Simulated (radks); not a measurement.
The numbers below are computed, except where a source is named.
Task: The table gives one normalised radial function P(r) = r R(r) of Ar3+ in [Ne] 3s2 3p3 (r in bohr). Code: a radial shooting solver on a logarithmic mesh with Libxc functionals. Model: scalar-relativistic Kohn-Sham, PBEsol, spin-polarised, spherical densities, finite nucleus; open shells are filled with parallel spins first; Fermi nuclear charge, rms radius 3.4274 fm.

r	P
0.005056	0.0722
0.006377	0.0887
0.008106	0.1089
0.01022	0.1317
0.013	0.1585
0.01639	0.1868
0.02083	0.2171
0.02628	0.2447
0.0334	0.2671
0.04246	0.2769
0.05355	0.2661
0.06808	0.2246
0.08585	0.1468
0.1091	0.0236
0.1376	-0.1308
0.175	-0.3042
0.2207	-0.4450
0.2805	-0.5061
0.3538	-0.4313
0.4497	-0.1903
0.5672	0.1703
0.721	0.5781
0.9093	0.8773
1.156	0.9784
1.458	0.8523
1.853	0.5771
2.337	0.3059
2.971	0.1162
3.747	0.0315
4.763	0.0051

Which n and l does it have? It may be an empty orbital.

Result: n = 3, l = 0: the number of nodes gives n - l - 1 = 2, the rise at small r (about r^(l+1)) gives l, and the extent must fit the shell. The curve is that of 3s down; the table hardly tells the two spins apart. 3s down: eigenvalue -62.514 eV, 2 radial nodes at r = 0.113, 0.512 bohr, <r> = 1.30 bohr, 90 % of the charge inside 1.93 bohr.
